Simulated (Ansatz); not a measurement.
B(AsH3)H3 (BAsH₆). Charge 0, multiplicity 1. Geometry B3LYP-D4/def2-TZVP, basis def2-TZVP, Ansatz.

```csv
run,HOMO (eV),LUMO (eV)
A,-11.07,2.05
B,-10.95,1.71
C,-11.44,3.01
D,-8.50,-0.25
E,-7.72,-0.68
F,-7.64,-0.25
```

B3LYP takes the VWN-RPA correlation.

**Question.** The runs used B3LYP, B97M-V, HF, r2SCAN, ωB97M-V, ωB97X-V. Estimate which is which.

**Answer.** A ωB97X-V (range-separated); B ωB97M-V (range-separated); C HF (100 % exact exchange); D B3LYP (20 % exact exchange); E B97M-V (0 % exact exchange); F r2SCAN (0 % exact exchange). Exact exchange lowers occupied and raises empty levels; among semilocal functionals meta-GGAs tend to open the gap a little, and such runs are hard to tell apart. The gap grows from 7.04 eV (B97M-V) to 14.45 eV (HF).
